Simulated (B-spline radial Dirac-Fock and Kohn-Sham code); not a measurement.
# Cross section and asymmetry of the 3p1/2 subshell of Ga⁺

System: Ga⁺, [Ar] 3d10 4s2. The computed 3p1/2 threshold is 127.3 eV; without correlation, outer thresholds are uncertain by 1 to 2 eV.

Method: the independent-particle Dirac-Slater model, thresholds from Dirac-Fock. Computed with a B-spline atomic structure program. Interchannel coupling and autoionising resonances are not included, so magnitudes near threshold are approximate.

**Question.** How do σ and β run from threshold to 400 eV kinetic energy?

**Answer.** The cross section has a minimum of 0.13 Mb near 6 eV kinetic energy, a Cooper minimum, where a dipole matrix element changes sign; it needs a radial node in the bound orbital. Its largest value, 0.240 Mb, lies 105 eV above threshold. β ranges from -0.75 (at 17.5 eV) to 1.58.

```tsv
kinetic energy (eV)	σ (Mb)	β
1.5	0.135	-0.10
2.3	0.135	-0.17
3.7	0.134	-0.27
5.7	0.134	-0.42
9.0	0.135	-0.61
14.0	0.140	-0.75
21.9	0.152	-0.69
34.2	0.175	-0.34
53.5	0.207	0.20
83.7	0.234	0.72
130.9	0.238	1.12
204.6	0.204	1.38
319.9	0.147	1.53
```
